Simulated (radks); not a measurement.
Q: The aluminium ion Al2+, [Ne] 3s1. Method: non-relativistic Kohn-Sham, PBE, spin-polarised, spherical densities, point nucleus; computed with a radial shooting solver on a logarithmic mesh with Libxc functionals. Every spin shell is full or empty, so the densities are truly spherical. Functionals are evaluated on that one density, not self-consistently. Rank these exchange functionals by their error against the exact value of the orbitals, and give that value: LDA, RPBE, PW91, OPTX, SOGGA, G96, TPSS, revTPSS, SCAN, r2SCAN, MS2, TASK.

A: Exact: -17.6533 hartree. From best to worst, with 100 (|E| - |E exact|)/|E exact| (equal figures are ties): OPTX +0.03, r2SCAN +0.11, PW91 -0.11, G96 +0.14, RPBE +0.15, MS2 +0.24, revTPSS -0.28, SCAN +0.33, TPSS +0.34, TASK -2.76, SOGGA -3.71, LDA -8.50.
